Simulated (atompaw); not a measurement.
What one change does to a pseudopotential (Zn, PAW (atompaw))

zinc, PAW, made with atompaw 4.2.0.5 (PBEsol, scalar-relativistic). Core [Ne] 3s2, reference 3p6 3d10 4s2 4p0. Waves: 4s (bound): rc 2.05 bohr; 4s channel at 1 Ry: rc 2.05 bohr; 3p (bound): rc 1.05 bohr; 4p (bound, empty): rc 2.05 bohr; 3d (bound): rc 1.50 bohr; 3d channel at 2.4 Ry: rc 1.50 bohr. Local part: troulliermartins scheme with l = 3 at 0 Ry, radius 1.40 bohr. Core correction: smooth core density matched at 1.10 bohr. Augmentation charge: sinc compensation charge, radius 1.75 bohr; PAW radius 2.05 bohr; waves and projectors: custom rrkj vanderbiltortho.

Change: local potential bessel scheme, radius 1.40 bohr.

Cutoffs: the cutoffs (Ry, on a coarse ladder) from which the occupation-weighted sum of valence levels, in a spherical-Bessel basis at the reference potential, stays within 10 and 1 mRy of its value at 400 Ry; they do not see the model core or the augmentation charge, which bear on the density cutoff.

Problem. What does the change do?

Solution. The potential gets neither clearly harder nor softer (80 Ry and 140 Ry → 90 Ry and 140 Ry); the bound ghost in s disappears. A state that the projectors do not describe sees the local part alone, so a deeper or shallower local part can create or remove a ghost.

| quantity | base | changed |
| --- | --- | --- |
| cutoff, loose | 80 Ry | 90 Ry |
| cutoff, tight | 140 Ry | 140 Ry |
| bound ghosts | s | none |
| s: phases at 2.05 bohr within 0.05 rad from the reference energy up to (Ry; the scan ends near 5) | to the end of the scan | to the end of the scan |
| p: phases at 2.05 bohr within 0.05 rad from the reference energy up to (Ry; the scan ends near 5) | to the end of the scan | to the end of the scan |
| d: phases at 2.05 bohr within 0.05 rad from the reference energy up to (Ry; the scan ends near 5) | to the end of the scan | to the end of the scan |
| lowest overlap eigenvalue by channel | s 0.26, p 0.49, d 0.84 | s 0.40, p 0.57, d 0.88 |

 A true bound ghost makes a file unfit for plane-wave use even where its test errors are small: the radial tests pick states by their node count and pass the ghost by. The cutoffs see the waves, projectors and local potential, not the compensation charge or the core.
